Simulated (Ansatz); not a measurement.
Breaking a bond: SeNa (cation, charge +1), lowest triplet found (which spin is the ground state isn't settled by this scan).

Method: full CI/aug-cc-pVDZ, cores with 3d frozen (Ansatz, a first-principles code).

The batch members p0 to p1 hold the bond at 2.06, 2.25 Å.

Ansatz input:

Ansatz 0.2 input:
```yaml
# input.yaml
basis:
  gaussian: { orbitals: aug-cc-pvdz }
correlation:
  method: fci
  electrons: outside_noble_gas
scf:
  omitted_lower_state_checks: [cluster_reference, increment]
batch:
  members: [p0.yaml, p1.yaml]
  threads_per_member: 8

# p1.yaml, one of the 2 members of this batch
crystal:
  periodic: [false, false, false]
  atoms:
    - { symbol: Se, position_ang: [0.0, 0.0, 0.0] }
    - { symbol: Na, position_ang: [0.0, 0.0, 2.25] }
total_charge: 1
magnetization:
  spin_polarized: false
  initial_magnetization: 2
```

Lines of the output on each member:

```
Member 0: Total energy: -69701.63850573 eV, -2561.4879696180 hartree
Member 0: Checks for a lower state left out: cluster_reference, increment
Member 1: Total energy: -69702.99177654 eV, -2561.5377014032 hartree
Member 1: Checks for a lower state left out: cluster_reference, increment
```
